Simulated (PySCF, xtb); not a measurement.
BClH₄Si, SMILES [SiH3]BCl.

Harmonic wavenumbers (cm⁻¹) from GFN2-xTB run with xtb at its own minimum, in rising order: 46, 189, 392, 471, 628, 651, 796, 808, 816, 825, 1072, 2213, 2218, 2242, 2571.

What does PySCF with B3LYP-D3(BJ)/def2-TZVP give at its own minimum? (The exact figures need the calculation; the answer reports its results.)

42, 189, 447, 481, 669, 761, 844, 901, 943, 953, 1073, 2204, 2206, 2233, 2635. Paired by order, the mean absolute difference is 48 cm⁻¹ and the zero-point energies are 22.8 and 23.7 kcal/mol.
